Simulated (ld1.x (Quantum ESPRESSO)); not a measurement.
**Reading a pseudo-wave (selenium (Se))**

Columns: radius, all-electron u(r) and pseudo u(r) of the 4s shell (level -17.71 eV) of selenium in the configuration [Ar] 3d10 4s1.5 4p4.5; PBE, scalar-relativistic, ultrasoft scheme, ld1.x (Quantum ESPRESSO) 7.5.

```csv
r (bohr),all-electron,pseudo
0.105,-0.2197,-0.0805
0.210,-0.0788,-0.1609
0.315,0.2678,-0.2409
0.420,0.4049,-0.3200
0.525,0.3331,-0.3978
0.630,0.1476,-0.4734
0.735,-0.0736,-0.5456
0.840,-0.2853,-0.6133
0.945,-0.4658,-0.6748
1.050,-0.6078,-0.7287
1.155,-0.7114,-0.7734
1.260,-0.7809,-0.8075
1.365,-0.8213,-0.8299
1.470,-0.8379,-0.8394
1.575,-0.8355,-0.8356
1.680,-0.8186,-0.8186
1.785,-0.7908,-0.7908
1.890,-0.7553,-0.7553
1.995,-0.7147,-0.7147
2.100,-0.6710,-0.6710
2.205,-0.6260,-0.6260
2.310,-0.5807,-0.5807
2.415,-0.5363,-0.5363
2.520,-0.4932,-0.4932
2.625,-0.4520,-0.4520
2.730,-0.4130,-0.4130
```

Q: How many radial nodes do the two functions have?

A: The all-electron 4s function has n − l − 1 = 3 (the table is too coarse to show those close to the nucleus); the pseudo-wave has 0, since the states of the same l below it are removed with the core.

Q: At about which radius was the pseudo-wave matched?

A: 1.60 bohr, where the columns begin to agree (steps of 0.10 bohr).

Q: Is the pseudo-wave norm-conserving?

A: No, it belongs to an ultrasoft set: the norm inside the radius is not constrained, and the difference is carried by the augmentation charge.
